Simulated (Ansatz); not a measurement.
`C=CN(C)[SiH2]Cl` + `COCOC` → `COC(C)OC` + `C=CN[SiH2]Cl`  (formal exchange of groups at a C–N bond)

Computed with Ansatz on PBE0-D4/def2-TZVP structures; ΔE is electronic, products minus reactants. CCSD(T)/CBS is the MP2 limit (def2-TZVPP, def2-QZVPP) plus CCSD(T) − MP2 in def2-TZVPP, frozen cores. Functionals use def2-TZVPP. HSE06 is defined as in plane-wave codes. Each species was taken in one conformer, which may not be the lowest.

```json
{"level": "revPBE", "ΔE (kJ/mol)": "-33.7"}
{"level": "HSE06", "ΔE (kJ/mol)": "-33.9"}
{"level": "CAM-B3LYP", "ΔE (kJ/mol)": "-34.5"}
{"level": "CCSD/def2-TZVPP", "ΔE (kJ/mol)": "-32.2"}
```

What does CCSD(T)/CBS give? (An estimate is asked.)

The calculation gave: -32.3 kJ/mol. The listed levels differ from it by -1.4, -1.6, -2.2, 0.1 kJ/mol.

Largest T1 diagnostic among the species: 0.011.

In def2-TZVPP, CCSD(T) changes the Hartree–Fock value by +7.1 kJ/mol (the triples alone add +1.5 kJ/mol) and MP2 by +8.7 kJ/mol. Leaving LDA and LC-ωPBE aside and taking each functional with its dispersion term where it has one, the values, not all of them listed here, spread over 11.4 kJ/mol, from B97M-V to revPBE-D4.
